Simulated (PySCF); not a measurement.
A GIAO shielding run with PySCF 2.14 (density fitting, non-relativistic, gas phase) on `[SiH3][SiH2][Si@H]([SiH3])CCl`, CH$_{11}$ClSi$_{4}$:

```
$ OMP_NUM_THREADS=1 python probes_run.py task.json out

{"job": {"kind": "nmr", "xc": "PBE0", "basis": "pcSseg-1"}, "charge": 0, "multiplicity": 1}
Si    -2.856103    -0.430382     0.676961
Si    -1.014464    -1.289028    -0.442165
Si     0.812187     0.116592    -0.817183
Si     2.890115    -0.430187     0.078174
C      0.327512     1.837063    -0.095975
Cl    -0.012155     1.646791     1.649265
H     -4.092293    -1.171139     0.405410
H     -2.667820    -0.446024     2.127000
H     -3.119288     0.955173     0.276513
H     -0.492672    -2.467294     0.275151
H     -1.424233    -1.856670    -1.739659
H      0.955432     0.450379    -2.254577
H      3.990844    -0.282605    -0.879530
H      2.897287    -1.831639     0.507249
H      3.249643     0.380909     1.242929
H      1.121308     2.575256    -0.178695
H     -0.572299     2.254835    -0.541852
```

Hardware: 1 thread of an Intel Xeon, shared host. The job also computes population analyses, field gradients.

Task: How large is the calculation?

Result: 90 electrons, 192 basis functions and 1118 auxiliary functions.

Task: How long does it take, and how much memory does it need?

Result: 96 s of wall time, with 12 SCF cycles and 4 response iterations; peak memory 0.9 GiB. Times on a shared host scatter by some tens of per cent.
